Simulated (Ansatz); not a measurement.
Geometry optimisation, Ansatz 0.2.0, RKS r2SCAN-D4/def2-SVP.

The input (input.yaml):

```yaml
crystal:
  periodic: [false, false, false]
  atoms:
    - { symbol: Al, position_ang: [-0.49085, 0.675, -0.544111] }
    - { symbol: H, position_ang: [-1.140463, -1.83224, 0.579043] }
    - { symbol: Cl, position_ang: [-1.727625, -0.35854, -1.890126] }
    - { symbol: Cl, position_ang: [-1.333694, 2.078381, 0.743764] }
    - { symbol: H, position_ang: [1.657152, 0.085035, 1.186405] }
    - { symbol: O, position_ang: [1.272126, 0.731619, -0.947616] }
    - { symbol: H, position_ang: [-0.638188, -1.574383, 1.008761] }
    - { symbol: F, position_ang: [0.853284, -0.085241, 1.620228] }
    - { symbol: H, position_ang: [1.548357, 0.280469, -1.756448] }
basis:
  gaussian: { orbitals: def2-SVP }
hamiltonian:
  xc: r2scan
  dispersion: d4
relax:
  f_tol: 0.03
  max_steps: 50
output:
  orbitals: {}
```

Launched with:

```bash
$ ansatz run input.yaml --threads 2 --pin off --max-ram 3072MiB --backend cpu --events-out ev --progress --plain --runs-dir out
```

**Question.** Where does it end, and by what steps?

**Answer.** It converged. After 31 steps the energy has fallen by 1.726 eV; H5 moved furthest, 1.72 Å. Parted: H5–F8. Joined: Al1–F8, H5–O6.

| step | energy less start (eV) | largest force component (eV/Å) | accepted |
| --- | --- | --- | --- |
| 0 | 0.0000 | 2.033 | yes |
| 2 | -0.3410 | 0.644 | yes |
| 4 | -0.6063 | 0.930 | yes |
| 6 | -0.8781 | 0.749 | yes |
| 8 | -1.2544 | 0.864 | yes |
| 10 | -1.3737 | 2.338 | no |
| 12 | -1.5868 | 0.399 | yes |
| 14 | -1.6780 | 0.220 | yes |
| 16 | -1.6914 | 0.361 | yes |
| 18 | -1.7106 | 0.067 | yes |
| 20 | -1.7128 | 0.402 | yes |
| 22 | -1.7195 | 0.032 | yes |
| 24 | -1.7216 | 0.144 | yes |
| 26 | -1.7236 | 0.162 | yes |
| 28 | -1.7249 | 0.164 | yes |
| 30 | -1.7263 | 0.046 | yes |
| 31 | -1.7264 | 0.026 | yes |

```xyz
9
Properties=species:S:1:pos:R:3
Al -0.184 0.237 -0.001
H -2.079 -1.755 1.164
Cl -0.782 -0.636 -1.838
Cl -1.408 1.705 0.866
H 2.183 0.836 -0.263
O 1.389 1.172 -0.716
H -1.372 -1.850 1.425
F 0.756 -0.700 1.028
H 1.497 0.991 -1.665
```

The run took 2.6 min on 2 threads of Arm Neoverse V1, with other jobs on the host, peak memory 0.17 GiB.
